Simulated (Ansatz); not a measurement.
A nudged elastic band was laid between two geometries of BFH5OSi (9 atoms, charge 1, multiplicity 1).

Level of theory: RKS LDA/def2-SVP (Ansatz 0.2.0).

| Quantity | Value |
| --- | --- |
| movable images | 5 |
| climbing image | yes |
| spring | 5.0 eV/Å² |
| optimiser | quadratic models (default) |
| start path | through a guess of the saddle point |
| force threshold | 0.05 eV/Å |
| iteration limit | 60 |
| end points | relaxed |

First end point:

```xyz
9
Properties=species:S:1:pos:R:3
O -0.409 1.280 -0.344
B 0.810 0.612 -0.223
Si 0.203 -1.240 0.345
F -1.435 -0.669 0.276
H -0.540 2.224 -0.609
H -1.217 0.539 -0.084
H 1.832 1.210 -0.454
H 0.449 -1.627 1.767
H 0.307 -2.329 -0.673
```

Last end point:

```xyz
9
Properties=species:S:1:pos:R:3
O -0.404 0.971 -0.374
B 0.736 0.093 -0.099
Si -0.203 -1.832 0.581
F -1.610 -0.935 0.366
H -0.343 1.953 -0.380
H -1.287 0.528 -0.121
H 1.833 0.565 -0.288
H 0.682 -0.360 1.122
H 0.598 -0.984 -0.808
```

Task: What changes between the two ends?

Result: Bonds formed: B2–H8, B2–H9.

Task: What energy profile does the band end with?

Result: It converged. The highest image is number 3 of 0 to 6, 40.6 kcal/mol above the first end and 39.0 kcal/mol above the last; the last end lies 1.6 kcal/mol above the first. A vibrational analysis at the climbing image gives one clearly imaginary mode, 969i cm⁻¹: a first-order saddle point. Limits of this set-up: the dipole of an ion depends on the origin.

| image | path coordinate (Å) | energy (kcal/mol) | B2–H8 (Å) | B2–H9 (Å) |
| --- | --- | --- | --- | --- |
| 0 | 0.00 | 0.0 | 3.02 | 3.02 |
| 1 | 0.49 | 6.3 | 2.73 | 2.74 |
| 2 | 0.97 | 25.1 | 2.40 | 2.41 |
| 3 | 1.46 | 40.6 | 2.07 | 2.08 |
| 4 | 1.85 | 29.9 | 1.79 | 1.80 |
| 5 | 2.24 | 9.2 | 1.48 | 1.48 |
| 6 | 2.63 | 1.6 | 1.30 | 1.30 |

Task: What is the geometry of the highest image?

Result: 
```xyz
9
Properties=species:S:1:pos:R:3
O -0.362 1.129 -0.253
B 0.756 0.304 -0.115
Si -0.125 -1.569 0.388
F -1.611 -0.716 0.261
H -0.376 2.091 -0.486
H -1.254 0.516 -0.057
H 1.862 0.758 -0.285
H 0.625 -0.943 1.536
H 0.486 -1.569 -0.989
```

Task: What are the harmonic wavenumbers there?

Result: 969i, 203, 349, 385, 472, 475, 485, 633, 668, 777, 823, 872, 1029, 1046, 1127, 1387, 2125, 2168, 2190, 2669, 3556 cm⁻¹.

Run time: 58 s on 2 threads of Intel(R) Xeon(R) Platinum 8259CL CPU @ 2.50GHz (Skylake/Cascade Lake) (shared host), peak memory 0.13 GiB.
